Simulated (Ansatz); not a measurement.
A made-up structure of SiH2SeS, closed shell:

```tsv
atom	x (Å)	y (Å)	z (Å)
Si1	-0.2758	0.2220	-0.2081
S2	1.4610	-1.1871	-0.1869
Se3	0.4387	-0.3414	1.6817
H4	-1.5889	-0.3042	-0.6350
H5	-0.0351	1.6108	-0.6516
```

It is relaxed with PBE-D4/def2-SVP and then PBE0-D4/def2-TZVP (Ansatz 0.2.0). Atoms count as bonded within 1.22 times the sum of their covalent radii (H–H: 0.88 Å). The end point is not checked to be a true minimum.

Problem. Does its bonding change? (Judge from chemistry; the calculation decides.)

Solution. Computed: No: no bond forms or breaks.

Where it ends: The first stage lowers the energy by 0.34 eV in 4 steps. It ends as SiH₂SeS ([SiH2]1[S][Se]1):
```xyz
5
angstrom
Si -0.2632 0.2115 -0.2340
S 1.3653 -1.1096 -0.2014
Se 0.4890 -0.3813 1.7870
H -1.5727 -0.3181 -0.6675
H -0.0184 1.5975 -0.6841
```

Labels in which every atom is bracketed show which atoms are joined, not bond orders.

For scale, one of the runs: PBE0-D4/def2-TZVP relaxation, 134 basis functions, launched by `ansatz run in.yaml --threads 2 --pin off --events-out ev --progress --plain --max-ram 4352MiB`. Hardware: 2 CPU threads of an Arm Neoverse V1, shared host. Wall time about 16 s.
